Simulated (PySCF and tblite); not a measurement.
The numbers below are computed, except where a source is named.
C₆H₅FSe, numbered as in [CH2:1]=[CH:2][c:3]1[cH:4][c:5]([F:6])[cH:7][se:8]1. The ensemble was built from 60 distance-geometry starts (ETKDG, GFN2-xTB) and rests on GFN2-xTB geometries. Energies: PBE0-D3(BJ)/pcSseg-1, with GFN2-xTB thermal terms (modes under about 100 cm⁻¹ blended into free rotors). Symmetry numbers and mirror images are counted. Conformers within 2.5 kcal/mol (GFN2-xTB free energy) were kept, 4 at most. GIAO shieldings: PBE0/pcSseg-1. Shifts are against TMS (¹H), TMS (¹³C), CFCl3 (¹⁹F), Me2Se (⁷⁷Se) at the same level. (PySCF 2.14, tblite 0.8.)

Torsions listed: C1–C2–C3–Se8.

```json
{"conformer": "1", "shape": "0°", "point group": "Cs", "mirror pair": "no", "ΔE(DFT)": "0.00", "Δ(G−E) at 298.15 K": "0.00", "δ Se8 (ppm)": "459.4"}
{"conformer": "2", "shape": "180°", "point group": "Cs", "mirror pair": "no", "ΔE(DFT)": "1.11", "Δ(G−E) at 298.15 K": "-0.08", "δ Se8 (ppm)": "522.3"}
```

Energies in kcal/mol; the thermal term leaves out symmetry numbers and mirror images.

(1) Work out the weights at 298.15 K and the ⁷⁷Se shift of Se8 under fast exchange.

Spin–orbit effects of the heavy atoms on shieldings are missing.

Results:

(1) RT = 0.592 kcal/mol. Each conformer gets RT ln(σ/g), with σ the rotational symmetry number and g = 2 for a mirror pair: 1: σ = 1, g = 1, G = 0.00 + 0.00 + 0.00 = 0.00, 0.00 above the lowest, exp(−ΔG/RT) = 1.000; 2: σ = 1, g = 1, G = 1.11 − 0.08 + 0.00 = 1.03, 1.03 above the lowest, exp(−ΔG/RT) = 0.176. The sum is 1.176, so the weights are 85.1, 14.9 %. The averaged shift is 468.8 ppm. At 298.15 K the leading conformer alone gives 459.4 ppm and bare DFT energies give 467.8 ppm.
